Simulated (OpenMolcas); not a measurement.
# Ni6+, Pd6+, Pt6+: d4 down the group

* Program: OpenMolcas
* Method: CASSCF
* Basis: ANO-RCC-VQZP
* Scalar Hamiltonian: DKH2, point nucleus
* Spin-orbit coupling: state interaction with AMFI integrals over the reference wave functions, term energies averaged over their components

Active space for each ion: 4 electrons in 10 orbitals (d d).

Computed levels in cm-1 above 5D0:

| Level | Ni6+ | Pd6+ | Pt6+ |
| --- | --- | --- | --- |
| 5D1 | 280 | 822 | 6554 |
| 5D2 | 814 | 2151 | 12109 |
| 5D3 | 1568 | 3768 | 16372 |
| 5D4 | 2507 | 5560 | 19005 |
| 3H4 | 33282 | 24195 | 29046 |
| 3H5 | 33908 | 26118 | 36341 |
| 3H6 | 34568 | 27584 | 39445 |
| 3P1(1) | 36561 | 27344 | 37367 |
| 3F2(1) | 38467 | 29028 | 36074 |
| weight of 5D in the lowest level (%) | 100 | 96 | 63 |

Mixed levels, with the weight of the term that names them: Pt6+ 5D0 (63 %), Pt6+ 5D4 (63 %), Pt6+ 3H4 (56 %), Pt6+ 3H6 (72 %), Pt6+ 3F2(1) (66 %).

Measured, with the error of the calculation in %. Measured levels: Ni6+ from Corliss and Sugar, J. Phys. Chem. Ref. Data 10, 197 (1981).

| Level | Ni6+ |
| --- | --- |
| 5D1 | 279 (+0.2) |
| 5D2 | 804 (+1.3) |
| 5D3 | 1520 (+3.2) |
| 5D4 | 2392 (+4.8) |
| 3H4 | 31672 (+5.1) |
| 3H5 | 32286 (+5.0) |
| 3H6 | 32877 (+5.1) |
| 3P1(1) | 31836 (+14.8) |
| 3F2(1) | 34247 (+12.3) |

The fine-structure level 5D4 changes by a factor of 7.58 from Ni6+ to Pt6+.

Without spin-orbit coupling 3H lies 32533, 22992, 20916 cm-1 above 5D in that order; the difference to the level 3H4, of either sign, comes from spin-orbit coupling, which also lowers the zero.

Without dynamic correlation excited terms often stand tens of per cent too high (terms of higher spin than the ground term too low), and those without a measured partner can miss by more than the paired ones. Active for correlation alone: 4d; no level in the range computed is led by a configuration that fills it, so any true level of that kind is missing (holds for Ni6+). Active for correlation alone: 5d; no level in the range computed is led by a configuration that fills it, so any true level of that kind is missing (holds for Pd6+). Active for correlation alone: 6d; no level in the range computed is led by a configuration that fills it, so any true level of that kind is missing (holds for Pt6+). Measured partners are found by configuration, term and J. A level has none where our copy of the source lacks it or the pairing is in doubt (some pairs that miss far off the trend of their configuration count as doubtful), and it then counts in no deviation. Only configurations of the active space appear.

A number in round brackets counts repeated terms of one configuration in the order of the reference energies.
